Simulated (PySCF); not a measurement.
InClI2, SMILES [I][In]([Cl])[I].

Geometry optimised at B3LYP-D3(BJ)/def2-SVP. The structure was generated by enumeration; whether it is a known compound was not checked. The def2 effective core potentials stand for the cores of I, In; spin–orbit coupling is left out.

The numbers are results of TDDFT-B3LYP/def2-SVPD (PySCF), not measurements.

Vertical excitations. Isolated molecule, no solvent. State labels are in the subgroup C2v.

Computed excitation energies, oscillator strengths and character:
```tsv
state	symmetry	energy (eV)	λ (nm)	f	main pairs
S1	B2	3.27	380	0.008	HOMO→LUMO 99 %
S2	A2	3.37	368	0.000	HOMO−1→LUMO 100 %
S3	A1	3.48	357	0.019	HOMO−2→LUMO 99 %
S4	B1	3.63	342	0.006	HOMO−3→LUMO 100 %
S5	B2	4.29	289	0.056	HOMO−4→LUMO 81 %
S6	A2	4.49	276	0.000	HOMO→LUMO+1 100 %
S7	B1	4.59	270	0.008	HOMO−5→LUMO 99 %
S8	B1	4.67	265	0.000	HOMO−2→LUMO+1 100 %
S9	B2	4.77	260	0.017	HOMO−1→LUMO+1 69 %, HOMO−6→LUMO 29 %
S10	A1	5.03	246	0.001	HOMO−3→LUMO+1 83 %, HOMO−7→LUMO 15 %
T1	B2	2.94	421	0	HOMO→LUMO 99 %
T2	A2	3.08	402	0	HOMO−1→LUMO 99 %
T3	A1	3.12	397	0	HOMO−2→LUMO 99 %
T4	B1	3.31	375	0	HOMO−3→LUMO 99 %
```
Triplets are in the Tamm–Dancoff approximation, which puts them higher than full response would, so one can lie above its singlet here.
